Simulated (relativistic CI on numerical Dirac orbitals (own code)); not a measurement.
**Spin-allowed bands of a d2 ion in an octahedral site, by hand**

Problem. Take Δ = 10600 cm⁻¹ and B = 940 cm⁻¹ for a d2 ion in an octahedral site. Calculate the three spin-allowed bands.

Working.
1. The terms of highest spin are 3F (energy 0) and 3P (15B = 14100 cm⁻¹). Here the F term splits into A2 at +1.2Δ = 12720, T2 at +0.2Δ = 2120 and T1 at −0.6Δ = -6360 cm⁻¹.
2. The two T1 states mix through the element 0.4Δ: H = [[-6360, 4240], [4240, 14100]], with roots ½(H₁₁ + H₂₂) ∓ ½√[(H₂₂ − H₁₁)² + 4H₁₂²] = ½(7740) ∓ ½(22148) = -7204 and 14944 cm⁻¹.
3. The ground term is 3T1 at -7204 cm⁻¹.
4. Bands: 3T2 9324 cm⁻¹ (1073 nm), 3A2 19924 cm⁻¹ (502 nm), 3T1(P) 22148 cm⁻¹ (452 nm).

Check. Exact diagonalisation of the whole d2 shell with these parameters gives 3T2 9324, 3A2 19924, 3T1 22148 cm⁻¹. The match is exact, since without spin-orbit coupling no other term has this spin. The ratio of the second band to the first, 2.137, depends on Δ/B = 11.3 alone, which is how a Tanabe-Sugano diagram is read.
